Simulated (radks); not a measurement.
Values are calculated unless marked as measured or tabulated.
How relativity changes the ionisation of neutral erbium ([Xe] 4f12 6s2) to Er+ ([Xe] 4f12 6s1). Spin-unpolarised spherical Kohn-Sham, PBE, point nucleus unless stated (finite: rms radius 5.2516 fm), a radial shooting solver on a logarithmic mesh with Libxc functionals. A level marked "c x" has the speed of light scaled by that factor and shares open shells by 2j + 1; other Dirac levels either fill j = l - 1/2 first or share by 2j + 1.

| level | E(Er) (hartree) | E(Er+) (hartree) | IE (eV) | HOMO | <r> HOMO (bohr) |
|---|---|---|---|---|---|
| non-rel. | -12501.7249 | -12501.5073 | 5.920 | 6s | 4.322 |
| scalar-rel. | -13086.3687 | -13086.1341 | 6.383 | 4f | 0.8328 |
| scalar-rel., finite nucleus | -13085.0344 | -13084.7999 | 6.382 | 4f | 0.8328 |
| Dirac, 2j+1 shares | -13099.7171 | -13099.4824 | 6.386 | 4f7/2 | 0.8447 |
| Dirac, low j first | -13099.7511 | -13099.5165 | 6.385 | 4f7/2 | 0.8460 |
| Dirac, 2j+1 shares, finite nucleus | -13098.3732 | -13098.1386 | 6.385 | 4f7/2 | 0.8447 |
| Dirac, c x 1.5 | -12748.5530 | -12748.3290 | 6.095 | 6s1/2 | 4.199 |
| Dirac, c x 2 | -12637.2944 | -12637.0734 | 6.014 | 6s1/2 | 4.255 |
| Dirac, c x 10 | -12506.9970 | -12506.7793 | 5.924 | 6s1/2 | 4.320 |

NIST Atomic Spectra Database: 6.108 eV (measured). The relativistic part of the total energy of Er is -596.6 hartree (Dirac, 2j+1 shares, finite nucleus), 4.8 % of the non-relativistic value. Spin polarisation and multiplet splitting of open shells are left out at every level.

Beside tabulated values, note that relativity, absent from the non-relativistic runs, is large for the heavy elements, and spin-unpolarised runs miss the spin-polarisation part of the exchange energy of open shells.
